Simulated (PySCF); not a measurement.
Isomers of C6H10ClFSi, mass 164.022 u with the commonest isotopes. Theory: PBE0/pcSseg-1 in PySCF (dipole) on a GFN2-xTB geometry, gas phase. One conformer each, none proved a minimum here; rigid rotors.

**Question.** Order these by radius of gyration √(Σ m r²/M), largest first.
A. `[CH2:1]=[CH:2][CH2:3][Si@H:4]([CH2:5][F:6])[C:7](=[CH2:8])[Cl:9]` with C1–C2–C3–Si4 -105°, C2–C3–Si4–C5 178°, C3–Si4–C5–F6 65°, C3–Si4–C7–C8 -114°
B. `[CH3:1][CH2:2]/[CH:3]=[C:4]1/[CH2:5][Si@@H:6]([F:7])[C@H:8]1[Cl:9]` with C1–C2–C3–C4 -127°
C. `[CH2:1]=[C:2]([Cl:3])[C@@H:4]1[CH2:5][C@@H:6]([F:7])[CH2:8][SiH2:9]1` with C1–C2–C4–C5 -124°, C2–C4–C5–C6 -160°, C4–C5–C6–F7 -68°, C5–C6–C8–Si9 -38°, C6–C8–Si9–C4 14°
D. `[CH2:1]=[C:2]([F:3])[CH2:4]/[C:5]([Cl:6])=[CH:7]\[CH2:8][SiH3:9]` with C1–C2–C4–C5 -99°, C2–C4–C5–Cl6 82°, C5–C7–C8–Si9 -93°
E. `[F:1][Si:2]1([Cl:3])[CH2:4][CH2:5][CH:6]=[CH:7][CH2:8][CH2:9]1` with F1–Si2–C4–C5 -80°, Si2–C4–C5–C6 -71°, C4–C5–C6–C7 79°, C6–C7–C8–C9 -79°
F. `[F:1][C@@H:2]1[CH2:3][SiH2:4][CH2:5][CH2:6]/[C:7]1=[CH:8]/[Cl:9]` with F1–C2–C3–Si4 -61°, C2–C3–Si4–C5 -46°, C3–Si4–C5–C6 45°, Si4–C5–C6–C7 -56°
G. `[CH2:1]=[CH:2][C@@:3]1([Cl:4])[SiH2:5][CH2:6][CH2:7][C@@H:8]1[F:9]` with C1–C2–C3–Cl4 122°, C2–C3–Si5–C6 148°, C3–Si5–C6–C7 9°, Si5–C6–C7–C8 -34°, C6–C7–C8–F9 177°

**Answer.** D (2.497 Å), B (2.404 Å), A (2.360 Å), F (2.270 Å), C (2.237 Å), E (2.179 Å), G (2.031 Å).

**Question.** Order these by rotational constant C, smallest first.
A. `[F:1][C@@H:2]1[CH2:3][SiH2:4][CH2:5][CH2:6]/[C:7]1=[CH:8]/[Cl:9]` with F1–C2–C3–Si4 -61°, C2–C3–Si4–C5 -46°, C3–Si4–C5–C6 45°, Si4–C5–C6–C7 -56°
B. `[CH2:1]=[C:2]([Cl:3])[C@@H:4]1[CH2:5][C@@H:6]([F:7])[CH2:8][SiH2:9]1` with C1–C2–C4–C5 -124°, C2–C4–C5–C6 -160°, C4–C5–C6–F7 -68°, C5–C6–C8–Si9 -38°, C6–C8–Si9–C4 14°
C. `[CH2:1]=[CH:2][CH2:3][Si@H:4]([CH2:5][F:6])[C:7](=[CH2:8])[Cl:9]` with C1–C2–C3–Si4 -105°, C2–C3–Si4–C5 178°, C3–Si4–C5–F6 65°, C3–Si4–C7–C8 -114°
D. `[CH2:1]=[CH:2][C@@:3]1([Cl:4])[SiH2:5][CH2:6][CH2:7][C@@H:8]1[F:9]` with C1–C2–C3–Cl4 122°, C2–C3–Si5–C6 148°, C3–Si5–C6–C7 9°, Si5–C6–C7–C8 -34°, C6–C7–C8–F9 177°
E. `[CH2:1]=[C:2]([F:3])[CH2:4]/[C:5]([Cl:6])=[CH:7]\[CH2:8][SiH3:9]` with C1–C2–C4–C5 -99°, C2–C4–C5–Cl6 82°, C5–C7–C8–Si9 -93°
F. `[F:1][C@@H:2]1[C@@H:3]([C@@H:4]([SiH3:5])[Cl:6])[C:7]12[CH2:8][CH2:9]2` with C2–C3–C4–Si5 164°
G. `[F:1][Si:2]1([Cl:3])[CH2:4][CH2:5][CH:6]=[CH:7][CH2:8][CH2:9]1` with F1–Si2–C4–C5 -80°, Si2–C4–C5–C6 -71°, C4–C5–C6–C7 79°, C6–C7–C8–C9 -79°
H. `[CH3:1][CH2:2]/[CH:3]=[C:4]1/[CH2:5][Si@@H:6]([F:7])[C@H:8]1[Cl:9]` with C1–C2–C3–C4 -127°

**Answer.** E (521.4 MHz), H (555.8 MHz), F (579.3 MHz), C (625.1 MHz), A (679.4 MHz), B (709.0 MHz), G (749.5 MHz), D (983.6 MHz).

**Question.** Order these by rotational constant B, largest first.
A. `[CH2:1]=[CH:2][CH2:3][Si@H:4]([CH2:5][F:6])[C:7](=[CH2:8])[Cl:9]` with C1–C2–C3–Si4 -105°, C2–C3–Si4–C5 178°, C3–Si4–C5–F6 65°, C3–Si4–C7–C8 -114°
B. `[F:1][C@@H:2]1[C@@H:3]([C@@H:4]([SiH3:5])[Cl:6])[C:7]12[CH2:8][CH2:9]2` with C2–C3–C4–Si5 164°
C. `[CH3:1][CH2:2]/[CH:3]=[C:4]1/[CH2:5][Si@@H:6]([F:7])[C@H:8]1[Cl:9]` with C1–C2–C3–C4 -127°
D. `[CH2:1]=[C:2]([Cl:3])[C@@H:4]1[CH2:5][C@@H:6]([F:7])[CH2:8][SiH2:9]1` with C1–C2–C4–C5 -124°, C2–C4–C5–C6 -160°, C4–C5–C6–F7 -68°, C5–C6–C8–Si9 -38°, C6–C8–Si9–C4 14°
E. `[CH2:1]=[CH:2][C@@:3]1([Cl:4])[SiH2:5][CH2:6][CH2:7][C@@H:8]1[F:9]` with C1–C2–C3–Cl4 122°, C2–C3–Si5–C6 148°, C3–Si5–C6–C7 9°, Si5–C6–C7–C8 -34°, C6–C7–C8–F9 177°
F. `[F:1][Si:2]1([Cl:3])[CH2:4][CH2:5][CH:6]=[CH:7][CH2:8][CH2:9]1` with F1–Si2–C4–C5 -80°, Si2–C4–C5–C6 -71°, C4–C5–C6–C7 79°, C6–C7–C8–C9 -79°

**Answer.** E (1068 MHz), A (901.4 MHz), F (825.5 MHz), B (808.7 MHz), D (749.1 MHz), C (690.8 MHz).

| SMILES | point group | Ia (u·Å²) | Ib (u·Å²) | Ic (u·Å²) | κ | μa (D) | μb (D) | μc (D) |
| --- | --- | --- | --- | --- | --- | --- | --- | --- |
| CC/C=C1/C[Si@@H](F)[C@H]1Cl | C1 | 254.63 | 731.58 | 909.26 | -0.81 | 1.48 | 2.56 | 1.20 |
| C=CC[Si@H](CF)C(=C)Cl | C1 | 457.98 | 560.65 | 808.48 | 0.16 | 1.10 | 0.34 | 1.19 |
| C=C(Cl)[C@@H]1C[C@@H](F)C[SiH2]1 | C1 | 254.00 | 674.69 | 712.81 | -0.94 | 0.19 | 0.23 | 0.26 |
| F[Si]1(Cl)CCC=CCC1 | Cs | 271.71 | 612.21 | 674.25 | -0.86 | 2.23 | 0.00 | 0.97 |
| C=C[C@@]1(Cl)[SiH2]CC[C@@H]1F | C1 | 366.23 | 473.07 | 513.78 | -0.57 | 1.96 | 0.63 | 2.28 |
| F[C@@H]1[C@@H]([C@@H]([SiH3])Cl)C12CC2 | C1 | 336.32 | 624.96 | 872.44 | -0.50 | 0.76 | 2.78 | 0.93 |
| C=C(F)C/C(Cl)=C\C[SiH3] | C1 | 353.36 | 722.27 | 969.20 | -0.61 | 0.84 | 0.48 | 0.64 |
| F[C@@H]1C[SiH2]CC/C1=C/Cl | C1 | 261.30 | 685.16 | 743.81 | -0.91 | 0.59 | 1.46 | 0.80 |
